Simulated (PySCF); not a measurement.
Question: What does the PBE0-D3(BJ)/def2-SVP structure of InChI=1S/C2H6B2ClN/c1-2(5)3-4-6/h3-4H,1,6H2 look like in three dimensions?

Answer: 
```xyz
12
C2H6B2ClN angstrom
C      1.9884   -0.0573   -1.2658
C      0.6933   -0.0157   -0.9810
Cl    -0.3135    1.3871   -1.4488
B     -0.4765   -0.7579   -0.2818
B     -0.7898   -0.4978    1.3601
N     -1.3369    0.6770    1.8631
H      2.4978    0.7455   -1.8032
H      2.5709   -0.9287   -0.9552
H     -1.1546   -1.4781   -0.9834
H     -0.5153   -1.3758    2.1579
H     -1.5765    1.4647    1.2735
H     -1.5164    0.8335    2.8464
```

Any rigid rotation of these coordinates is as good. Atoms count from 1 in this order. N6 (boron-bound nitrogen) is planar (angles 123.5°, 122.7° and 113.8°, sum 360.0°, 0.01 Å off the plane of its three neighbours). B4 (three-coordinate boron) is planar (angles 123.3°, 120.2° and 116.4°, sum 360.0°, 0.02 Å off the plane of its three neighbours). Of the pairs four or more bonds apart, Cl3···H11 is among the closest relative to their van der Waals radii: 3.00 Å, 102 % of the sum of Bondi's values. B5 (three-coordinate boron) is planar (angles 123.6°, 118.9° and 117.5°, sum 360.0°, 0.00 Å off the plane of its three neighbours).

Bonds between heavy atoms (Å): C1=C2 1.327, C2–Cl3 1.789, C2–B4 1.552, B4–B5 1.692, B5–N6 1.390.

Computed, not measured: PBE0-D3(BJ)/def2-SVP geometry optimisation, gas phase in PySCF 2.14.0.

Point group: C1 (no symmetry element, even within 0.4 Å). Stationary, but not proved a minimum. The numbers are those of one conformer (C1–C2–B4–B5 88°, C2–B4–B5–N6 72°).
